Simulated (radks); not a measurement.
Values are calculated unless marked as measured or tabulated.
Task: Ionisation of neutral gold, [Xe] 4f14 5d10 6s1, to Au+, [Xe] 4f14 5d10, under several functionals. Dirac Kohn-Sham, spin-unpolarised, spherical densities, finite nucleus; a radial shooting solver on a logarithmic mesh with Libxc functionals. The NIST Atomic Spectra Database gives 9.226 eV (measured). Rank these functionals by the error of their Delta-SCF ionisation energy: exchange-only B88; LDA (Slater exchange, Perdew-Zunger correlation); exchange-only LDA; SOGGA; XLYP; OLYP; PBEsol.

Result: From best to worst: SOGGA 9.324 eV (+0.098); OLYP 9.082 eV (-0.143); PBEsol 9.450 eV (+0.225); XLYP 9.512 eV (+0.286); exchange-only B88 8.717 eV (-0.509); exchange-only LDA 8.699 eV (-0.527); LDA (Slater exchange, Perdew-Zunger correlation) 9.783 eV (+0.558). Spin polarisation and multiplet splitting are left out, so open shells lie too high by an amount that depends on their filling.

Beside tabulated values, note that spin-unpolarised runs miss the spin-polarisation part of the exchange energy of open shells.
